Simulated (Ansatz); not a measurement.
Z-matrix (Å, degrees):
```
C
Al 1 1.979
C 1 1.554 2 96.9
H 1 1.093 2 122.2 3 124.1
H 1 1.099 2 107.2 3 -113.1
Si 2 2.424 1 76.7 3 19.8
H 2 1.593 1 135.0 3 -155.4
H 3 1.094 1 113.6 2 -151.4
H 3 1.096 1 109.9 2 89.0
H 6 1.495 2 114.6 1 89.6
H 6 1.492 2 129.9 1 -126.9
```

Charge 0, multiplicity 1.

List the ωB97M-V/def2-TZVPP orbital energies in eV (the Gaussian-basis code of Ansatz). (Estimate.)

Ansatz gave: Occupied: -1806.25, -1532.04, -281.12, -280.82, -147.36, -116.63, -101.47, -101.47, -101.46, -76.31, -76.12, -76.08, -23.57, -19.42, -16.83, -14.79, -14.29, -12.88, -12.37, -11.44, -10.85, -9.43, -8.69. Lowest empty: -0.11, 1.60, 1.73, 2.50, 3.15, 3.50, 3.68, 3.79.
